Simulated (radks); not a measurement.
All-electron atom: the cadmium ion Cd3+ in [Kr] 4d8.75 4f0.25 (fractional occupations, a model configuration). Calculated with a radial shooting solver on a logarithmic mesh with Libxc functionals: Dirac Kohn-Sham, PBEsol, spin-unpolarised, spherical densities, finite nucleus; open shells fill j = l - 1/2 first; Fermi nuclear charge, rms radius 4.6087 fm.

Unscreened Slater integrals over Kohn-Sham orbitals (eV). Large and small components are both included. Empty in this configuration: 4f7/2.

F0(4f5/2,4f5/2): 5.7052
F2(4f5/2,4f5/2): 2.8728
F4(4f5/2,4f5/2): 1.8502
F0(4f5/2,4d5/2): 7.5497
F2(4f5/2,4d5/2): 1.5040
F4(4f5/2,4d5/2): 0.66774
G1(4f5/2,4d5/2): 1.0646
G3(4f5/2,4d5/2): 0.60662
G5(4f5/2,4d5/2): 0.41350
F0(4f5/2,4d3/2): 7.5539
F2(4f5/2,4d3/2): 1.4839
G1(4f5/2,4d3/2): 1.0420
G3(4f5/2,4d3/2): 0.59366
F0(4f5/2,4p3/2): 7.6204
F2(4f5/2,4p3/2): 1.1423
G2(4f5/2,4p3/2): 0.45983
G4(4f5/2,4p3/2): 0.29917
F0(4f5/2,4f7/2): 5.7037
F2(4f5/2,4f7/2): 2.8727
F4(4f5/2,4f7/2): 1.8502
G2(4f5/2,4f7/2): 2.8725
G4(4f5/2,4f7/2): 1.8501
G6(4f5/2,4f7/2): 1.3474
F0(4d5/2,4d5/2): 20.660
F2(4d5/2,4d5/2): 10.374
F4(4d5/2,4d5/2): 6.8164
F0(4d5/2,4d3/2): 20.774
F2(4d5/2,4d3/2): 10.429
G2(4d5/2,4d3/2): 10.423
G4(4d5/2,4d3/2): 6.8497
F0(4d5/2,4p3/2): 22.714
F2(4d5/2,4p3/2): 11.350
G1(4d5/2,4p3/2): 14.371
G3(4d5/2,4p3/2): 8.8197
F0(4d5/2,4f7/2): 7.5440
F2(4d5/2,4f7/2): 1.5006
F4(4d5/2,4f7/2): 0.66566
G1(4d5/2,4f7/2): 1.0607
G3(4d5/2,4f7/2): 0.60441
G5(4d5/2,4f7/2): 0.41200
F0(4d3/2,4d3/2): 20.890
F2(4d3/2,4d3/2): 10.488
F0(4d3/2,4p3/2): 22.866
F2(4d3/2,4p3/2): 11.458
G1(4d3/2,4p3/2): 14.533
G3(4d3/2,4p3/2): 8.9235
F0(4d3/2,4f7/2): 7.5482
F2(4d3/2,4f7/2): 1.4805
G3(4d3/2,4f7/2): 0.59113
G5(4d3/2,4f7/2): 0.40294
F0(4p3/2,4p3/2): 25.501
F2(4p3/2,4p3/2): 13.369
F0(4p3/2,4f7/2): 7.6142
F2(4p3/2,4f7/2): 1.1391
G2(4p3/2,4f7/2): 0.45745
G4(4p3/2,4f7/2): 0.29762
F0(4f7/2,4f7/2): 5.7022
F2(4f7/2,4f7/2): 2.8725
F4(4f7/2,4f7/2): 1.8502
F6(4f7/2,4f7/2): 1.3475
